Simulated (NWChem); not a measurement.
Species: C3H4F2O; SMILES C(/F)=C(\OC)F

```xyz
10

C      0.0605     2.2295    -0.1947
O      0.6274     1.1125     0.4717
C      0.0011    -0.0455     0.2979
F     -1.2808    -0.0509     0.6521
C      0.6097    -1.1428    -0.1546
F     -0.0139    -2.3161    -0.2118
H      0.6886     3.0941     0.0509
H      0.0607     2.0733    -1.2868
H     -0.9686     2.4175     0.1474
H      1.6543    -1.1378    -0.4661
```
Atoms are numbered in this order, from 1.

All runs: NWChem. The geometry was optimised at PBE0/def2-SVP. Level: B3LYP/def2-SVP with COSMO at NWChem's default radii, gas-phase geometry; the question gives the dielectric constant.

Task: What does the run give for dielectric constant 46.7? Quantities: electrostatic solvation energy (kcal/mol); dipole in solution (D).

Result: 
| Quantity | Result |
|---|---|
| electrostatic solvation energy (kcal/mol) | -3.5 |
| dipole in solution (D) | 3.02 |
